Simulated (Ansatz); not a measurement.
Cost and result for the atomization energy of C2H5AlFN, SMILES `N[CH]1[CH2][Al]1[F]` (10 atoms, 10 bonds).

Z-matrix (Å, degrees):
```
C
C 1 1.603
Al 1 1.925 2 64.0
N 1 1.427 2 117.4 3 -137.0
H 1 1.095 2 107.0 3 99.8
H 2 1.098 1 109.3 3 101.1
H 2 1.089 1 116.4 3 -134.9
F 3 1.648 1 160.4 2 -167.3
H 4 1.009 1 113.7 2 88.2
H 4 1.010 1 112.9 2 -147.7
```

Charge 0, multiplicity 1. Geometry: relaxed with PBE0-D4/def2-TZVP. It is one conformer, not always the lowest. Program: Ansatz. All runs use 4 threads of an Arm Neoverse V2 on a shared host. Times are those of one run each, without the atoms' runs, and a repeat can differ threefold. Electronic energies, without spin–orbit coupling; frozen cores. CCSD(T)/CBS adds CCSD(T) − MP2 in def2-TZVPP to the MP2 limit, and its time is that of the two runs behind it. T1 = 0.013. B3LYP takes the VWN-RPA correlation (the form of Gaussian; ORCA's B3LYP/G).

CCSD(T)/CBS is a level of theory with its own doubt, some kJ/mol a heavy atom from the limit and from the frozen cores, so smaller differences don't rank the functionals.

| level | functions | wall time |
| --- | --- | --- |
| PBE-D4/def2-TZVPP (with forces) | 236 | 2 s |
| PBE0-D4/def2-TZVPP | 236 | 2.1 s |
| B3LYP-D4/def2-TZVPP (with forces) | 236 | 3.3 s |
| r2SCAN-D4/def2-TZVPP (with forces) | 236 | 3.8 s |
| B2PLYP/def2-TZVPP | 236 | 4.1 s |
| ωB97X-V/def2-TZVPP | 236 | 6 s |
| ωB97M-V/def2-TZVPP (with forces) | 236 | 9 s |
| MP2/def2-QZVPP | 448 | 16 s |
| CCSD(T)/def2-TZVPP | 236 | 93 s |
| CCSD(T)/CBS(def2) | – | 110 s |

(1) What atomization energy does each give, and how far from CCSD(T)/CBS? (Best estimate.)

Results:

(1) Ansatz gave: 
```
                             level  atomization (kJ/mol)  difference from CCSD(T)/CBS  per bond
   PBE-D4/def2-TZVPP (with forces)                3782.3                        103.1      10.3
                PBE0-D4/def2-TZVPP                3687.8                          8.6       0.9
 B3LYP-D4/def2-TZVPP (with forces)                3673.4                         -5.8      -0.6
r2SCAN-D4/def2-TZVPP (with forces)                3687.7                          8.5       0.8
                 B2PLYP/def2-TZVPP                3639.4                        -39.8      -4.0
                ωB97X-V/def2-TZVPP                3683.2                          4.0       0.4
  ωB97M-V/def2-TZVPP (with forces)                3688.6                          9.4       0.9
                    MP2/def2-QZVPP                3723.9                         44.7       4.5
                CCSD(T)/def2-TZVPP                3567.5                       -111.7     -11.2
                 CCSD(T)/CBS(def2)                3679.2                          0.0       0.0
```

From PBE to PBE0 (25 % exact exchange), in def2-TZVPP and without D4, the atomization energy moves by −91.8 kJ/mol: exact exchange takes away binding that semilocal exchange gives to molecules. In def2-TZVPP, CCSD(T) changes the Hartree–Fock value by +1013.6 kJ/mol (the triples alone add +66.0 kJ/mol) and MP2 by +1103.0 kJ/mol; breaking electron pairs costs correlation energy, which Hartree–Fock lacks. The D4 term adds +27.6 kJ/mol with B3LYP and +14.4 kJ/mol with PBE0; it sums over pairs of atoms, weighted by their polarisabilities, and B3LYP, whose exchange is more repulsive, gets the larger term.
